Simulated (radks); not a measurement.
The numbers below are computed, except where a source is named.
Q: These are the eigenvalues of the occupied orbitals of an atom or ion with whole-number occupations (eV). Level of theory: Dirac Kohn-Sham, PBE, spin-unpolarised, spherical densities, finite nucleus; Fermi nuclear charge, rms radius of each element as measured or else 0.836 A^(1/3) + 0.57 fm (a radial shooting solver on a logarithmic mesh with Libxc functionals).

1s1/2: -17806.19
2s1/2: -3807.144
2p1/2: -3658.815
2p3/2: -3583.328

Which element is it, and in what charge state? The configuration may be excited. Open shells, if any, are shared by 2j + 1.

A: Z = 38, strontium, charge +30: Sr30+ in [He] 2s2 2p4. The list shows which subshells hold electrons but not how many an open one holds; the 1s level, -654.37 hartree, gives Z - s = 36.2 by -(Z - s)^2/2, which with screening and relativity narrows Z to a few neighbours, and the depths of the outer levels then fix element, charge and occupations together.
